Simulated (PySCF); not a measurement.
Species: C4H9OPS.
Bonds: C1–C2, C2–O3 (double), C2–P4, P4–C5, P4–C6, P4–S7 (double). Hydrogens: H8, H9, H10 on C1; H11, H12, H13 on C5; H14, H15, H16 on C6.

Level: PBE0/pcSseg-1 and PBE0/def2-SVPD in PySCF, non-relativistic, on one gas-phase PBE0-D3(BJ)/def2-SVP geometry that isn't relaxed in the solvent. The solvent is an IEF-PCM continuum (cavity from Bondi-type radii × 1.2). The model holds no explicit solvent molecules, cavitation or dispersion.

Gas phase at PBE0/pcSseg-1: HOMO -6.44 eV, LUMO -1.59 eV, dipole 2.28 D.

Question: What does the continuum do to the energy, the frontier levels and the dipole at PBE0/pcSseg-1 in chloroform and methanol?

Answer: 
| solvent | ε | E(solvent) − E(gas) (kcal/mol) | polarisation term (kcal/mol) | distortion of the solute (kcal/mol) | HOMO (eV) | LUMO (eV) | dipole (D) |
| --- | --- | --- | --- | --- | --- | --- | --- |
| chloroform | 4.711 | -6.81 | -7.78 | 0.97 | -6.58 | -1.47 | 3.10 |
| methanol | 32.61 | -9.32 | -11.17 | 1.85 | -6.65 | -1.43 | 3.44 |

The polarisation term is half the interaction of the solute with the surface charges that it induces; the rest is the cost of distorting the solute's density. The sum is the electrostatic part of solvation alone. From chloroform to methanol the lowering changes by a factor 1.37, Onsager's factor (ε − 1)/(2ε + 1) by 1.34 and ε itself by 6.9.

Question: Which radius a makes the point-dipole formula ΔE = −[(ε − 1)/(2ε + 1)]·μ²/a³ give the value in methanol, with the gas-phase dipole?

Answer: μ = 0.896 au and |ΔE| = 0.01486 Eh give a = 1.56 Å; the farthest nucleus lies 3.27 Å from the centroid of the nuclei, so such a sphere wouldn't even hold the nuclei. The formula assumes a rigid point dipole at the centre of a sphere.

Question: Which Hirshfeld charges (PBE0/pcSseg-1) respond most in chloroform (means over atoms taken as equivalent)?

Answer: 
| atoms | environment | gas (e) | solvent (e) | change |
| --- | --- | --- | --- | --- |
| S7 | sulfur bonded to P | -0.337 | -0.395 | -0.058 |
| O3 | carbonyl oxygen | -0.205 | -0.221 | -0.016 |
| P4 | phosphorus bonded to 3 C and S | +0.335 | +0.347 | +0.012 |
| C2 | carbonyl carbon | +0.139 | +0.148 | +0.009 |
| H11 (×6) | methyl hydrogen | +0.055 | +0.060 | +0.005 |
| C5/C6 | sp3 carbon bound to phosphorus | -0.156 | -0.151 | +0.005 |

Question: How do the nuclear quadrupole coupling constants eQVzz/h respond in chloroform?

Answer: 
```tsv
nucleus	Q (barn)	gas (MHz)	solvent (MHz)	η gas	η solvent
17O at O3	-0.0256	11.54	11.32	0.55	0.51
33S at S7	-0.06781	-36.90	-36.19	0.05	0.05
```

Gas phase at PBE0/def2-SVPD: HOMO -6.48 eV, LUMO -1.71 eV, dipole 2.30 D.

Question: What does the continuum do to the energy, the frontier levels and the dipole at PBE0/def2-SVPD in chloroform?

Answer: 
```tsv
solvent	ε	E(solvent) − E(gas) (kcal/mol)	polarisation term (kcal/mol)	distortion of the solute (kcal/mol)	HOMO (eV)	LUMO (eV)	dipole (D)
chloroform	4.711	-6.99	-8.04	1.05	-6.63	-1.59	3.15
```

Question: How does the static polarisability (PBE0/def2-SVPD, frozen core, with the continuum's full static response) change?

Answer: 
| medium | isotropic (au) | principal values (au) | ⟨r²⟩ of the electrons (bohr²) |
| --- | --- | --- | --- |
| gas | 99.2 | 86.4, 100.1, 111.2 | 1134.8 |
| chloroform | 127.0 | 110.1, 125.1, 145.8 | 1135.4 |

The isotropic value in chloroform is 1.28 times the gas-phase one; no cavity-field correction is applied. ⟨r²⟩ is taken about the centre of nuclear charge.

Shape of the structure used: `[CH3:1][C:2](=[O:3])[P:4]([CH3:5])([CH3:6])=[S:7]`: C1–C2–P4–C5 -140°.
